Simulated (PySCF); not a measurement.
C₇H₉NOSi.
Numbering: `[N:1]#[C:2][C@@H:3]([SiH3:4])[CH2:5][c:6]1[cH:7][cH:8][cH:9][o:10]1`

Structure used (GFN2-xTB), in Å, numbered top down from 1:
```
atom  x, y, z in Å
N1    -3.3557   -2.2148    0.8538
C2    -2.4405   -1.7070    0.3895
C3    -1.3072   -1.0436   -0.1767
Si4   -1.8862    0.5811   -1.0337
C5    -0.2511   -0.7894    0.9154
C6     0.9210   -0.0581    0.3619
C7     1.4693    1.1481    0.6846
C8     2.5639    1.3351   -0.1959
C9     2.5961    0.2327   -0.9884
O10    1.6071   -0.6169   -0.6594
H11   -0.8768   -1.7070   -0.9343
H12   -0.7707    1.0903   -1.8291
H13   -3.0229    0.2455   -1.8874
H14   -2.2639    1.5294    0.0126
H15   -0.6827   -0.1960    1.7234
H16    0.0741   -1.7484    1.3337
H17    1.1412    1.8139    1.4560
H18    3.2300    2.1724   -0.2282
H19    3.2451   -0.0580   -1.7902
```

Probes without a nucleus sit at each ring's centroid and 1 Å off its mean plane on both sides; NICS is minus the shielding there, NICSzz its component along the normal. Level: GIAO PBE0/pcSseg-1 (PySCF, non-relativistic, gas phase) on the GFN2-xTB geometry, one conformer.

Ring bond lengths (Å), with Mayer bond orders in brackets: C6–C7 1.364 (1.57), C7–C8 1.417 (1.26), C8–C9 1.358 (1.61), C9–O10 1.345 (1.09), O10–C6 1.351 (1.03).

Question: Give the NICS values of each ring in ppm.

Answer: 
| ring | type | NICS(0) | NICS(1), two faces | NICS(1)zz, two faces | rms pucker (Å) | centre to ring atoms, mean (Å) |
| --- | --- | --- | --- | --- | --- | --- |
| C6–C7–C8–C9–O10 | 5-membered ring with O; formal bonds all aromatic | -11.8 | -10.4 / -10.0 | -26.4 / -26.3 | 0.00 | 1.16 |

Question: What do they say, and how far can they be read as aromaticity?

Answer: 
- C6–C7–C8–C9–O10: mean NICS(1)zz -26.3 ppm, shielded. The ring is flat and has no four-coordinate atom; by the NICS criterion it is aromatic.

Question: And the bond-length index? Use HOMA with the parameters of Krygowski (1993).

Answer: 
- C6–C7–C8–C9–O10: HOMA 0.45; the largest term is that of O10–C6, α(R − Ropt)² = 1.17.

Question: At the first NICS(1) probe listed for ring C6–C7–C8–C9–O10, 1 Å off the ring, what do the in-plane components average?

Answer: The isotropic value is a third of the trace: (3 × -10.4 − (-26.4))/2 = -2.4 ppm.

Question: How shielded are the nuclei of the rings and their hydrogens (means over atoms taken as equivalent)?

Answer: 
| atoms | environment | σ isotropic (ppm) | principal values of the symmetric part, first atom (ppm) |
| --- | --- | --- | --- |
| C6 | substituted aromatic carbon | 30.2 | -46.2, 36.1, 100.6 |
| C7 | aromatic CH carbon | 70.1 | -15.0, 69.7, 155.6 |
| C8 | aromatic CH carbon | 69.5 | -18.9, 65.9, 161.4 |
| C9 | aromatic CH next to a ring oxygen | 39.0 | -41.2, 50.6, 107.5 |
| O10 | furan-type oxygen | 34.2 | -104.5, -47.8, 255.0 |
| H17 | aromatic hydrogen | 25.20 | 22.9, 24.7, 28.1 |
| H18 | aromatic hydrogen | 25.12 | 23.2, 25.5, 26.7 |
| H19 | aromatic hydrogen | 24.15 | 21.2, 25.0, 26.3 |
